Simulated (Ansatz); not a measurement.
A barrier at the coupled-cluster level

Start structure (BH₄O₂F₃, closed shell), relaxed at PBE0-D4/def2-TZVP:

B1  (-1.061, -0.312, -0.704)
F2  (-0.003, 0.169, -1.459)
F3  (-1.076, -1.661, -0.622)
F4  (-2.245, 0.292, -0.979)
H5  (0.277, 0.252, 0.913)
O6  (-0.723, 0.190, 0.813)
H7  (1.733, 0.209, -0.373)
O8  (1.836, 0.275, 0.588)
H9  (-1.117, 1.057, 0.964)
H10  (2.377, -0.471, 0.859)
(Å)

The step: BF₃ ([F][B]([F])[F]) + H₂O + H₂O → BHOF₂ ([OH][B]([F])[F]) + H₂O + HF; bonds formed: F2–H7, H5–O8; dative contacts that become bonds: B1–O6; bonds broken: B1–F2, H5–O6, H7–O8. Program: Ansatz 0.2.0. Basis: def2-TZVPP and def2-QZVPP. Cores are frozen in the correlated methods. Extrapolation: Hartree–Fock as exp(−7.88 √X), correlation as X^−2.97. Energies below are by CCSD(T) at an estimated basis limit (MP2 extrapolated from triple and quadruple zeta, plus CCSD(T) − MP2 in triple zeta).

Question: What are the electronic barrier and the energy of the step, from the start structure to the end structure? (An estimate is asked for; the value comes from the calculation.)

Answer: Computed: Barrier 63.1 kJ/mol; step energy 38.0 kJ/mol (uphill); reverse barrier, their difference, 25.0 kJ/mol. Barrier and step energy count from the start structure, the reverse barrier from the end structure.

The saddle point: One imaginary mode of 326i cm⁻¹.
```tsv
pair	start (Å)	saddle (Å)	end (Å)
B1–O6	1.63	1.44	1.36
F2–H7	2.05	1.14	0.96
H5–O8	1.59	1.02	0.97
B1–F2	1.39	1.62	2.41
H5–O6	1.01	1.60	2.03
H7–O8	0.97	1.21	1.58
```

Zero-point energy (harmonic, PBE0-D4): ZPE is 168.1 kJ/mol at the start and 160.5 kJ/mol at the saddle, so the barrier goes from 63.1 to 55.4 kJ/mol.

The T1 diagnostic stays at or below 0.012.

The step is the kind of ligand exchange by which a precursor binds to a hydroxyl group, or is hydrolysed, in atomic layer deposition of oxides.

Labels in which every atom is bracketed show which atoms are joined, not bond orders.

For scale, one of the runs: CCSD(T)/def2-TZVPP, 242 basis functions, launched by `ansatz run in.yaml --threads 8 --pin off --events-out ev --progress --plain --max-ram 19148MiB`. Time: 120 s of wall clock on 8 CPU threads of an Arm Neoverse V2; the host was shared. Peak host memory: 5.7 GiB.
